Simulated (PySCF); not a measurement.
Energy of B⁺ (boron, charge +1) between two integer charges

The 2s beta orbital of [He] 2s2 is emptied in steps (occupation f), with all orbitals relaxed, ending at [He] 2s1. Calculation: PySCF 2.14, in aug-cc-pVTZ-DK (5s4p3d2f, 46 functions); the spin-free X2C one-electron Hamiltonian (Gaussian nucleus). The exact energy is a straight line in f; departures are measured from the line between the end points of the same method.

Question: Among UHF, LDA, LC-wPBE, BHandHLYP, CAM-B3LYP, which shows the largest delocalisation error (convex curve), and which is closest to linear?

Answer: Most convex: LDA (-1.261 eV at f = 0.5); closest to linear: UHF (0.075 eV).

```tsv
f	UHF (eV)	LDA (eV)	LC-wPBE (eV)	BHandHLYP (eV)	CAM-B3LYP (eV)
1	0.000	0.000	0.000	0.000	0.000
0.75	0.059	-0.958	-0.159	-0.491	-0.467
0.5	0.075	-1.261	-0.207	-0.664	-0.627
0.25	0.054	-0.924	-0.154	-0.511	-0.479
0	0.000	0.000	0.000	0.000	0.000
```

| method | E(f=0) − E(f=1) (eV) | −ε at f=1 (eV) | −ε at f=0.5 (eV) |
| --- | --- | --- | --- |
| UHF | 23.448 | 23.782 | 23.433 |
| LDA | 24.552 | 19.407 | 24.638 |
| LC-wPBE | 24.679 | 23.809 | 24.698 |
| BHandHLYP | 24.565 | 21.965 | 24.516 |
| CAM-B3LYP | 24.741 | 22.256 | 24.714 |

As f goes to zero the orbital energy of a semilocal functional can turn back, because the density of that orbital vanishes from the exchange-correlation potential.

Reference removal energy between the ground levels: 25.155 eV (measured; NIST Atomic Spectra Database, ionization energies). UHF lacks correlation.
